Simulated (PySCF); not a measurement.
Stepwise substitution at one centre (Al CH3-SiH3). Gas-phase values, no solvent. Strings in code marks are SMILES.

The HOMO from two functionals at the same geometries (r2SCAN-D4/def2-TZVP), both in PySCF: PBE-D3(BJ)/def2-TZVP and r2SCAN-D4/def2-TZVP. 

```
species                                                   PBE-D3(BJ)/def2-TZVP (eV)  r2SCAN-D4/def2-TZVP (eV)
--------------------------------------------------------  -------------------------  ------------------------
0 of 3 CH3 replaced by SiH3 (`[Al]([CH3])([CH3])[CH3]`)                       -6.27                     -6.54
1 of 3 CH3 replaced by SiH3                                                   -6.05                     -6.28
2 of 3 CH3 replaced by SiH3 (`[CH3][Al]([SiH3])[SiH3]`)                       -6.08                     -6.29
3 of 3 CH3 replaced by SiH3 (`[SiH3][Al]([SiH3])[SiH3]`)                      -6.31                     -6.54
```

Over these rows, drawn at random from the members with no instability flagged (it was tested for open shells, ions and some series alone), PBE minus r2SCAN-D4: mean +0.23 eV, from +0.21 eV to +0.26 eV.
